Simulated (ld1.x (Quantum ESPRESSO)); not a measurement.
## terbium (Tb) PAW: all-electron and pseudo phase curves

* Element: terbium
* Generator: ld1.x (Quantum ESPRESSO) 7.5
* Type: PAW
* Functional: PBE
* Relativity: fully relativistic
* Frozen core: [Kr]
* Valence charge: 29
* Reference configuration: 4d10 4f9 5s2 5p6 5d0 6s1.75 6p0 (charge +0.25)
* Partial waves: 5s (bound): rcut 1.70, rcutus 1.80 bohr; 6s (bound): rcut 1.70, rcutus 1.80 bohr; 5p (bound): rcut 2.05, rcutus 2.75 bohr; 6p (bound, empty): rcut 2.05, rcutus 2.75 bohr; 4d (bound): rcut 0.85, rcutus 0.95 bohr; 5d (bound, empty): rcut 0.85, rcutus 0.95 bohr; 4f (bound): rcut 0.65, rcutus 0.85 bohr; 4f channel at 1.5 Ry: rcut 0.65, rcutus 0.85 bohr
* Local potential: all-electron potential smoothed inside 2.50 bohr (lloc = -2)
* Core correction: Bessel-smoothed model core inside 0.65 bohr
* Augmentation charge: PSQ, inside the norm-conserving radii

Open shells are filled in proportion to 2j + 1 (rel_dist='average').

The phase is arctan(r·u′/u) with u = r·R(r), unwrapped; energies in Ry, scanned from -13 to 5 Ry. A pole is an energy at which the radial function vanishes at the test radius. The pseudo phase is shifted by a multiple of π to meet the all-electron one at the reference energy, and phase errors are pseudo minus all-electron; the curves can meet again beyond the range given. Levels narrower than the energy grid can be missing from the lists of poles.

Q: For each channel, where are the poles, and over which energies does the pseudopotential scatter like the atom?

A:

| channel | radius (bohr) | reference energy (Ry) | poles, all-electron | poles, pseudo | unbroken range about the reference energy with phases within 0.05 rad | phase error 1 Ry above the reference energy (rad) |
| --- | --- | --- | --- | --- | --- | --- |
| s | 2.99 | -0.36 | -3.55, 2.21 | -3.55, 2.20 | below 4.7 | -0.001 |
| p1/2 | 2.99 | -0.17 | -2.06, 3.25 | -2.06, 3.08 | below 4.6 | -0.013 |
| p3/2 | 2.99 | -0.15 | -1.69, 3.63 | -1.69, 3.36 | below 4.5 | -0.017 |
| d3/2 | 2.99 | -0.20 | 0.54 | 0.55 | below 2.0 | +0.005 |
| d5/2 | 2.99 | -0.19 | 0.60 | 0.61 | below 2.1 | +0.004 |
| f5/2 | 2.99 | -0.36 | -0.33, 3.30 | -0.33, 3.32 | the whole range | +0.000 |
| f7/2 | 2.99 | -0.31 | -0.27, 3.32 | -0.27, 3.34 | the whole range | +0.000 |

The ghost test of this file was not conclusive.

Phases in the f7/2 channel:

| E (Ry) | all-electron | pseudo |
| --- | --- | --- |
| -13.00 | 1.480 | 1.480 |
| -12.52 | 1.478 | 1.478 |
| -12.04 | 1.476 | 1.476 |
| -11.56 | 1.475 | 1.475 |
| -11.08 | 1.473 | 1.473 |
| -10.60 | 1.471 | 1.471 |
| -10.12 | 1.468 | 1.468 |
| -9.64 | 1.466 | 1.466 |
| -9.16 | 1.463 | 1.463 |
| -8.68 | 1.461 | 1.461 |
| -8.20 | 1.458 | 1.458 |
| -7.72 | 1.454 | 1.454 |
| -7.24 | 1.451 | 1.451 |
| -6.76 | 1.447 | 1.447 |
| -6.28 | 1.443 | 1.443 |
| -5.80 | 1.438 | 1.438 |
| -5.32 | 1.433 | 1.433 |
| -4.84 | 1.427 | 1.427 |
| -4.36 | 1.420 | 1.420 |
| -3.88 | 1.412 | 1.412 |
| -3.40 | 1.403 | 1.403 |
| -2.92 | 1.392 | 1.392 |
| -2.44 | 1.379 | 1.379 |
| -1.96 | 1.361 | 1.361 |
| -1.48 | 1.338 | 1.338 |
| -1.00 | 1.303 | 1.303 |
| -0.52 | 1.211 | 1.211 |
| -0.04 | -1.857 | -1.857 |
| 0.44 | -1.996 | -1.996 |
| 0.92 | -2.253 | -2.253 |
| 1.40 | -3.102 | -3.102 |
| 1.88 | -4.167 | -4.167 |
| 2.36 | -4.497 | -4.496 |
| 2.84 | -4.632 | -4.630 |
| 3.32 | -4.712 | -4.709 |
| 3.80 | -4.776 | -4.770 |
| 4.28 | -4.842 | -4.831 |
| 4.76 | -4.936 | -4.909 |
